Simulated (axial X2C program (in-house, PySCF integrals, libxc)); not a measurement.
**Nuclear properties of SnH⁻**

Computed with an in-house all-electron X2C program for linear molecules (integrals from PySCF): two-component X2C with atomic mean-field Coulomb and Gaunt terms, Gaussian nuclei, basis Sn dyall-acv3z, H dyall-av3z with contracted cores.

R = 1.812 Å (near the PBE0 minimum at charge -1 of the determinant lowest at the starting distance; the state shown can have its own minimum elsewhere).

Determinant lowest in the PBE0 search, Ω = 1 (⟨Sz⟩ = 1.00, ⟨Lz⟩ = 0.00 at PBE0), spin on the atoms Sn 1.04, H -0.04:

| level | Eeff magnitude (GV/cm) | Ws magnitude Sn (kHz) | A∥/gI Sn (MHz) | qzz Sn (a.u.) | A∥/gI H (MHz) | qzz H (a.u.) |
| --- | --- | --- | --- | --- | --- | --- |
| PBE0 | 0.671 | 0.361 | -727 | -1.92 | -5.47 | 0.08 |
| HF | 2.68 | 1.53 | -774 | -1.84 | -7.27 | 0.08 |
| TPSSh | 0.591 | 0.317 | -658 | -1.74 | -4.12 | 0.08 |
| BHandHLYP | 0.421 | 0.222 | -619 | -1.72 | -3.49 | 0.08 |
| r2SCAN | 1.23 | 0.676 | -789 | -1.92 | -5.99 | 0.08 |

Determinant 0.41 eV from it at PBE0 and this distance, Ω = 0 (closed shell), highest spinor 87% Sn p, 10% H p, 3% H d:

```csv
level,qzz Sn (a.u.),qzz H (a.u.)
PBE0,-1.85,0.08
HF,-2.01,0.08
TPSSh,-1.75,0.08
BHandHLYP,-1.76,0.08
r2SCAN,-1.84,0.08
```

Eeff is the effective electric field on the electron electric dipole moment in this Ω state and Ws the scalar–pseudoscalar constant of the nucleus named (defined with the proton number Z and per Ω); A∥ (defined per Ω) follows by multiplying with gI = μI/(I μN); qzz is the electric field gradient, eQq0 = 234.96 MHz × Q/barn × qzz. The operators were transformed with the bare-nucleus X2C matrices; with these basis sets, hyperfine constants and field gradients can be off by tens of per cent, and where levels differ in sign neither size nor sign is settled.

(1) With gI(119Sn) = -2.0946 (g factors from the IAEA table of nuclear moments by Stone), turn the PBE0 values of the first state into constants in MHz.

Each state is one determinant with collinear spin, which with several unpaired electrons need not be a pure state. Unrestricted Hartree–Fock can overshoot spin polarisation at the nuclei. For an anion, determinants above electron detachment, or with a positive highest level, are held by the basis set. A closed determinant beside an open π² or δ² triplet, such as (π1/2)², mixes with its partner pair into the 0⁺ component of the triplet and ¹Σ⁺, so its energy is not that of a level, and 0⁺ can lie lowest. With several open shells hyperfine constants can be off by a factor of several. Where Eeff spreads by more than a factor of two the levels disagree and none is to be relied on. Open-shell Ω = 0 determinants with evenly filled partner blocks cannot be reached by this program, so the Ω shown need not be the lowest component. States lie within half an eV, so the first need not be the ground state. Further determinants of the search, some of them spin-mixed, are not shown. Where a field gradient or hyperfine factor spreads by more than a factor of two over the levels, a constant derived from it is not to be relied on. PBE0 term energies can be off by some tenths of an eV.

Answers

(1) A∥(119Sn) = -727 × -2.0946 = 1520 MHz.
